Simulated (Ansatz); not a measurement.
C2H6ClFGe can be A, `[CH3][Ge]([CH3])([F])[Cl]`, or B, `F[CH]([GeH3])CCl`.

Computed with Ansatz on PBE0-D4/def2-TZVP structures; ΔE is electronic, products minus reactants. CCSD(T)/CBS is the MP2 limit (def2-TZVPP, def2-QZVPP) plus CCSD(T) − MP2 in def2-TZVPP, frozen cores. Functionals use def2-TZVPP. For Ge outer-core shells are correlated without core-valence functions, which leaves a few kJ/mol of doubt a bond. Scalar relativity is left out up to krypton. One conformer a species, not always the lowest.

Task: Which is lower in electronic energy at CCSD(T)/CBS, and by how much? (Best estimate.)

Result: Ansatz gave: A, by 363.4 kJ/mol.

Task: Give E(B) − E(A) in kJ/mol with CCSD(T)/def2-TZVPP, PBE0-D4, HF/def2-TZVPP, ωB97M-V, CCSD/def2-TZVPP, r2SCAN-D4, MP2/def2-TZVPP. (Best estimate.)

Result: Computed: CCSD(T)/def2-TZVPP 364.5, PBE0-D4 354.2, HF/def2-TZVPP 373.8, ωB97M-V 359.7, CCSD/def2-TZVPP 366.4, r2SCAN-D4 362.6, MP2/def2-TZVPP 382.3. None reverses the order clearly.

Largest T1 diagnostic: 0.011.

From PBE to PBE0 (25 % exact exchange), in def2-TZVPP and without D4, E(B) − E(A) moves by +10.0 kJ/mol.
